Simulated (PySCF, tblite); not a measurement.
Isomers of C7H17NSi, one GFN2-xTB conformer each. Single-point energies are computed at PBE0/pcSseg-1 (PySCF, gas phase, no added dispersion term), electronic only.

**Question.** Rank them by PBE0/pcSseg-1 energy, lowest first (kJ/mol).
A. `[CH3:1]/[CH:2]=[C:3](/[CH3:4])[CH2:5][CH2:6][SiH2:7][NH:8][CH3:9]` with C2–C3–C5–C6 -89°, C3–C5–C6–Si7 175°, C5–C6–Si7–N8 67°, C6–Si7–N8–C9 178°
B. `[CH3:1][NH:2][C@@:3]([CH3:4])([SiH2:5][CH3:6])[CH:7]1[CH2:8][CH2:9]1` with C1–N2–C3–C4 60°, N2–C3–Si5–C6 179°, N2–C3–C7–C8 166°
C. `[CH3:1][NH:2][SiH2:3][C@@H:4]1[CH2:5][CH2:6][CH2:7][C@H:8]1[CH3:9]` with C1–N2–Si3–C4 180°, N2–Si3–C4–C5 -153°, Si3–C4–C5–C6 -164°, C4–C5–C6–C7 22°, C5–C6–C7–C8 4°, C6–C7–C8–C9 -153°

**Answer.** C (0.0), A (59.4), B (155.9).

As drawn, the highest has a three-membered ring, which the lowest lacks. GFN2-xTB itself gives, in the same order: 0.0, 101.9, 199.3. Both levels put the same isomer lowest; measured from each level's own lowest isomer, the values differ by up to 43.4 kJ/mol (CN[C@@](C)([SiH2]C)C1CC1: 199.3 against 155.9).

**Question.** Which frontier levels, dipoles and rotational constants go with these structures?

**Answer.** 
```csv
SMILES,"HOMO (eV, PBE0/pcSseg-1)",LUMO (eV),dipole (D),"A, B, C (MHz)"
CN[SiH2][C@@H]1CCC[C@H]1C,-6.54,0.89,1.03,"2588, 757.1, 627.9"
C/C=C(/C)CC[SiH2]NC,-6.57,0.74,0.97,"2560, 537.5, 475.5"
CN[C@@](C)([SiH2]C)C1CC1,-6.15,1.21,1.26,"1612, 1161, 826.7"
```

**Question.** What happens when harmonic zero-point energies from GFN2-xTB frequencies are added?

**Answer.** 
```json
{"SMILES": "CN[SiH2][C@@H]1CCC[C@H]1C", "ZPE (kJ/mol)": "595.8", "electronic (kJ/mol)": "0.0", "with ZPE (kJ/mol)": "0.0"}
{"SMILES": "C/C=C(/C)CC[SiH2]NC", "ZPE (kJ/mol)": "584.1", "electronic (kJ/mol)": "59.4", "with ZPE (kJ/mol)": "47.8"}
{"SMILES": "CN[C@@](C)([SiH2]C)C1CC1", "ZPE (kJ/mol)": "586.5", "electronic (kJ/mol)": "155.9", "with ZPE (kJ/mol)": "146.6"}
```

The zero-point energies span 11.7 kJ/mol. The order is unchanged.
